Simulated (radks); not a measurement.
Excited configurations of Te2+: one electron is placed in a higher orbital outside [Kr] 4d10 5s2 5p1. The ground configuration is [Kr] 4d10 5s2 5p2. All-electron calculation, scalar-relativistic Kohn-Sham, r2SCAN, spin-polarised, spherical densities, finite nucleus; open shells are filled with parallel spins first (spin-orbit coupling, left out, can overturn this in heavy ions); meta-GGA in the generalised Kohn-Sham scheme; Fermi nuclear charge, rms radius 4.7423 fm. Program: a radial shooting solver on a logarithmic mesh with Libxc functionals. Excitation = E - E(ground); binding = E(ion) - E, where the ion is the core of charge +3; n* = 3/sqrt(2 binding) in atomic units, and the quantum defect is n - n*.

outer orbital  excitation (eV)  binding (eV)     n*  quantum defect  <r> (bohr)
5d                      13.210        14.590  2.897           2.103       3.372
6p                      16.201        11.599  3.249           2.751       5.183
6d                      19.876         7.924  3.931           2.069       6.990
6f                      23.632         4.168  5.420           0.580       12.80
7p                      21.040         6.760  4.256           2.744       8.985
7d                      22.750         5.050  4.924           2.076       11.47
7f                      24.768         3.032  6.355           0.645       18.53

The Delta-SCF ionisation energy is 27.800 eV (NIST Atomic Spectra Database: 27.84 eV, measured). Self-interaction in the functional shifts the binding energies and quantum defects, so they are the method's values and not measured ones. Open shells are spherical and high-spin; term and fine-structure splittings are not resolved. Spin-orbit splitting is averaged out at the scalar-relativistic level.
